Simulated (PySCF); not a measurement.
A GIAO shielding run with PySCF (density fitting, non-relativistic, gas phase) on `[SiH3]S[SiH2]OC1CC1`, C3H10OSSi2:

```
$ OMP_NUM_THREADS=1 python probes_run.py task.json out

{"job": {"kind": "nmr", "xc": "PBE0", "basis": "pcSseg-1"}, "charge": 0, "multiplicity": 1}
Si     3.881552     0.447662     0.428550
S      2.058476    -0.534227    -0.114489
Si     0.587466     1.029235     0.019582
O     -0.797208     0.485609    -0.590130
C     -1.471919    -0.702593    -0.356627
C     -2.604858    -0.704513     0.621352
C     -2.876355    -0.809569    -0.853467
H      3.865209     0.709155     1.862661
H      4.901877    -0.511851     0.046054
H      3.966081     1.701451    -0.310273
H      0.500688     1.396436     1.429747
H      0.887110     2.114824    -0.891971
H     -0.823369    -1.569967    -0.404963
H     -2.746734    -1.574428     1.243074
H     -2.838597     0.232263     1.102937
H     -3.289494     0.055687    -1.346874
H     -3.206922    -1.753144    -1.258109
```

Hardware: 1 thread of an Intel Xeon Platinum 8488C, shared host. The job also computes population analyses, field gradients, ring-centre shieldings.

(1) How large is the calculation?

(2) How long does it take, and how much memory does it need?

Answers

(1) 80 electrons, 190 basis functions and 1057 auxiliary functions.

(2) 28 s of wall time, with 12 SCF cycles and 4 response iterations; peak memory 0.84 GiB. Times on a shared host scatter by some tens of per cent.
